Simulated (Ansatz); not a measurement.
`N[Si](O)([SiH3])Cl` → `N[Si]Cl` + `O[SiH3]` at 700 K and 1 bar (silylene formation by 1,1-elimination).

Calculated with Ansatz (gas phase, PBE0-D4/def2-TZVP geometries, no zero-point term in ΔE). CCSD(T)/CBS is the MP2 limit (def2-TZVPP, def2-QZVPP) plus CCSD(T) − MP2 in def2-TZVPP, frozen cores. This one scheme is used for every species. Each species was taken in one conformer, which may not be the lowest.

```json
{"species": "`N[Si](O)([SiH3])Cl`", "CCSD(T)/CBS energy (Eh)": "-1171.56069", "H − E (kJ/mol)": "271.3", "S (J/(mol·K))": "538.6"}
{"species": "`N[Si]Cl`", "CCSD(T)/CBS energy (Eh)": "-804.81589", "H − E (kJ/mol)": "116.1", "S (J/(mol·K))": "343.7"}
{"species": "`O[SiH3]`", "CCSD(T)/CBS energy (Eh)": "-366.69042", "H − E (kJ/mol)": "144.6", "S (J/(mol·K))": "321.6"}
```

H − E and S are ideal-gas, rigid-rotor, harmonic terms from PBE0-D4/def2-TZVP, for one conformer and one mirror image of each species. 1 Eh = 2625.50 kJ/mol, R = 8.31446 J/(mol·K).

Problem. By hand: ΔE, ΔH, ΔS and ΔG.

Solution. ΔE = (-804.81589) + (-366.69042) − (-1171.56069) = 0.05438 Eh = 142.8 kJ/mol. Δ(H − E) = 116.1 + 144.6 − 271.3 = -10.6, so ΔH = 132.2 kJ/mol. ΔS = 343.7 + 321.6 − 538.6 = 126.7 J/(mol·K). ΔG = 132.2 − 700 × (126.7)/1000 = 43.5 kJ/mol.

Problem. By hand: the equilibrium constant, and the temperature at which ΔG would vanish if ΔH and ΔS stayed fixed.

Solution. log₁₀ K = −ΔG/(RT ln 10) = -3.2. ΔG = 0 at ΔH/ΔS = 1043 K.

The number of gas molecules changes by +1, which sets the sign of ΔS. A doubt of 5 kJ/mol in ΔE shifts log₁₀ K by 0.4 here. Other conformers and mirror images would add mixing entropy, several J/(mol·K) or more a flexible species. Modes under 60 cm⁻¹, often nearly free rotors, make the harmonic entropy too high. These are equilibria of isolated gas molecules and say nothing of rates. Largest T1 diagnostic: 0.013 (customary marks: 0.02 for closed shells, 0.045 for open ones).
